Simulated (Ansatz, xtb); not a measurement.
Two structures of FH3O3SW

We compare X, a singlet given by its coordinates, with Y, a singlet given by its coordinates. Both are isolated molecules in the gas phase, relaxed with PBE0-D4/def2-SVP.

X (Å):

```xyz
9

F     1.1787    0.9108   -1.3593
O     1.7257   -0.0051    0.8551
O    -0.6428   -1.2514    0.9741
O    -0.9498   -0.3087   -1.5145
S    -0.8885    1.8966    0.8483
W     0.0432    0.1840    0.0160
H     2.5161    0.3370    0.4192
H    -1.2661   -1.3897    1.6936
H    -0.6525   -0.0220   -2.3870
```

Close contacts (Å): F1–W6 1.93, O2–W6 1.89, O3–W6 1.86, O4–W6 1.89, S5–W6 2.12, O2–H7 0.97, O3–H8 0.96, O4–H9 0.97, W6–H7 2.51, W6–H8 2.65, W6–H9 2.51.

Y (Å):

```xyz
9

F     0.9768    0.8523   -1.3215
O     1.6154   -0.2466    0.8052
O    -0.8977   -1.0212    1.2289
O    -1.2791   -0.1708   -1.2663
S    -0.6743    2.0961    1.0309
W    -0.0892    0.2590    0.1462
H     2.4081    0.0388    0.3340
H    -0.8929   -1.9841    1.1868
H    -1.0786    0.1301   -2.1614
```

Close contacts (Å): F1–W6 1.91, O2–W6 1.90, O3–W6 1.86, O4–W6 1.90, S5–W6 2.12, O2–H7 0.97, O3–H8 0.96, O4–H9 0.97, W6–H7 2.51, W6–H8 2.60, W6–H9 2.51.

Q: Estimate which is lower in electronic energy at CCSD(T)/def2-SVP + ΔMP2/def2-TZVPP, and by roughly how much.

A: Too close to call at this level: CCSD(T)/def2-SVP + ΔMP2/def2-TZVPP gives E(Y) − E(X) = −0.032 eV.

Level by level:

| level | geometry | E(Y) − E(X) (eV) | departure from the last row (eV) | job, with rough time for the two |
| --- | --- | --- | --- | --- |
| PBE0-D4/def2-SVP | PBE0-D4/def2-SVP | −0.026 | +0.006 | optimisation, 1.9 min |
| HF/def2-SVP | PBE0-D4/def2-SVP | −0.006 | +0.026 | part of the CCSD(T) run |
| MP2/def2-SVP | PBE0-D4/def2-SVP | −0.017 | +0.015 | part of the CCSD(T) run |
| CCSD(T)/def2-SVP | PBE0-D4/def2-SVP | −0.021 | +0.011 | single point |
| CCSD(T)/def2-SVP + ΔMP2/def2-TZVPP | PBE0-D4/def2-SVP | −0.032 |  | single point, 1.7 min |

The largest departure from CCSD(T)/def2-SVP + ΔMP2/def2-TZVPP is that of HF/def2-SVP, 0.026 eV. Levels run at GFN2-xTB geometries aren't shown. The last row adds to CCSD(T) the change of the MP2 difference between the two basis sets, here −0.011 eV.

With thermal terms from frequencies at re-optimised GFN2-xTB minima (ideal gas, soft modes damped towards free rotors, one conformer each, 298.15 K, 1 atm): on the last row, ΔE + ΔZPE = −0.033, ΔH = −0.032, ΔG = −0.034 eV.

The T1 diagnostic of structures X and Y is large, so the coupled-cluster value is less sure. The correlated steps freeze 9 core orbitals. Atoms past krypton carry core potentials in the def2 sets and no spin–orbit term is included. Codes used: Ansatz 0.2.0, xtb 6.7.1; the last row on 2 threads of Arm Neoverse V1 on a shared host.
